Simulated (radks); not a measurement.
Results of a calculation; reference values are marked as such.
Ionisation of the holmium ion Ho2+, [Xe] 4f11, to [Xe] 4f10 as the strength of local exchange is varied. Level of theory: Dirac Kohn-Sham, Slater X-alpha exchange (alpha = 2/3 is LDA exchange), no correlation, spin-unpolarised, spherical densities, finite nucleus; open shells fill j = l - 1/2 first; Fermi nuclear charge, rms radius 5.2022 fm (a radial shooting solver on a logarithmic mesh with Libxc functionals).

alpha,E(Ho2+) (hartree),exchange (hartree),IE (eV),-e of the level emptied (eV),<r> of it (bohr)
0.565,-12572.7913,-216.6745,21.302,13.202 (4f7/2),0.8834
0.615,-12591.9822,-236.2467,22.585,14.276 (4f7/2),0.8699
0.642,-12602.3587,-246.8420,23.296,14.878 (4f7/2),0.8631
0.667,-12611.9750,-256.6689,23.965,15.450 (4f7/2),0.8570
0.878,-12693.4552,-340.2327,30.015,20.742 (4f7/2),0.8124
0.889,-12697.7186,-344.6196,30.349,21.040 (4f7/2),0.8104
0.919,-12709.3538,-356.5994,31.269,21.861 (4f7/2),0.8049
1.037,-12755.2296,-403.9368,35.014,25.234 (4f7/2),0.7849

NIST Atomic Spectra Database: 22.79 eV (semi-empirical). The Delta-SCF value meets it near alpha = 0.62. Spin polarisation and multiplet splitting are left out, so open shells lie too high by an amount that depends on their filling.

Beside tabulated values, note that spin-unpolarised runs miss the spin-polarisation part of the exchange energy of open shells.
